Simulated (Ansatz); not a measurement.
Consider the ligand exchange at a Mg–O bond: `[SiH3][O][Mg][Cl]` + H–F → `[F][Mg][Cl]` + silanol.

Program: Ansatz. Geometries: PBE0-D4/def2-TZVP. ΔE: electronic, gas phase. CCSD(T)/CBS adds triple-zeta CCSD(T) − MP2 to the extrapolated MP2 energy (def2 sets, frozen cores). This one scheme is used for every species. DFT in def2-TZVPP. For Mg outer-core shells are correlated without core-valence functions, which leaves a few kJ/mol of doubt a bond. One conformer a species, not always the lowest.

CCSD(T)/CBS gives -16.0 kJ/mol.

Task: Another level gave -26.3 kJ/mol. Which?
A. BHLYP/def2-TZVPP
B. BHLYP-D4/def2-TZVPP
C. CCSD(T)/def2-TZVPP
D. PBE/def2-TZVPP

Result: A. BHLYP -26.3, CCSD(T)/def2-TZVPP -17.4, PBE -32.1, BHLYP-D4 -22.2 kJ/mol.

Largest T1 diagnostic among the species: 0.011.

Leaving LDA and LC-ωPBE aside and taking each functional with its dispersion term where it has one, the values, not all of them listed here, spread over 9.6 kJ/mol, from BLYP-D4 to PBE-QIDH. LDA lies +5.9 kJ/mol from PBE without D4. From r2SCAN to r2SCAN0 (25 % exact exchange), in def2-TZVPP and without D4, ΔE moves by +3.1 kJ/mol. At CCSD(T), def2-SVP lies −6.0 kJ/mol from the extrapolated value and def2-TZVPP −1.5 kJ/mol.
